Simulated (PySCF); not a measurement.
# Excitation energy of O²⁺ by level of theory

O²⁺ [He] 2s2 2p2 (3P) → O²⁺ [He] 2s1 2p2 3d1 (high-spin determinant), as a difference of total energies. All numbers are calculated (PySCF 2.14, the non-relativistic Hamiltonian (point nucleus), in dyall-acv3z). Correlated levels: valence and next inner shell: nothing frozen; virtual orbitals above 40 to 60 times the deepest correlated orbital energy dropped. The calculations carry no spin-orbit coupling.

```
                                method  excitation energy (eV)
                                   UHF                  47.930
    MP2 (valence and next inner shell)                  49.565
SCS-MP2 (valence and next inner shell)                  50.044
   CCSD (valence and next inner shell)                  49.841
CCSD(T) (valence and next inner shell)                  49.804
```

How much does correlation contribute at CCSD(T) (valence and next inner shell)?

49.804 − (47.930) = 1.874 eV, measured against UHF.

A first-order spin-orbit estimate (lowest level to lowest level, LS coupling) adds 0.006 eV.

The promoted electron is Rydberg-like, and one or two diffuse shells describe it only roughly, which tends to raise the upper state.

The coupled-cluster amplitudes are large for the upper state (T1 above 0.03 or a double amplitude above 0.15), so a single reference is strained.

The determinant of the upper state mixes LS terms, which raises its energy above the lowest term, most at the Hartree-Fock and MP2 levels.
